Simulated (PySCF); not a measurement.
SMILES BCC(C)=O (GFN2-xTB optimised geometry):

```
12

B      0.911    -1.256     0.000
C     -0.665    -1.256     0.000
C     -1.191     0.163     0.000
C     -1.299     0.806    -1.359
O     -1.503     0.730     1.016
H      1.503    -1.882     0.787
H      1.490    -0.632    -0.802
H     -1.008    -1.740    -0.916
H     -1.084    -1.781     0.858
H     -0.425     0.581    -1.963
H     -2.178     0.407    -1.865
H     -1.419     1.882    -1.257
```

Method: PBE0/def2-TZVP in PySCF 2.14.0.

Q: What are the frontier orbital energies and the dipole moment?

A: HOMO-2 -9.65 eV, HOMO-1 -9.50 eV, HOMO -7.28 eV, LUMO -1.82 eV, LUMO+1 -0.18 eV; dipole moment 2.91 D.

Meta-Löwdin charges at PBE0/def2-TZVP: B1 0.05, C2 -0.37, C3 0.41, C4 -0.40, O5 -0.42, H6 0.02, H7 0.01, H8 0.15, H9 0.14, H10 0.13, H11 0.14, H12 0.14.
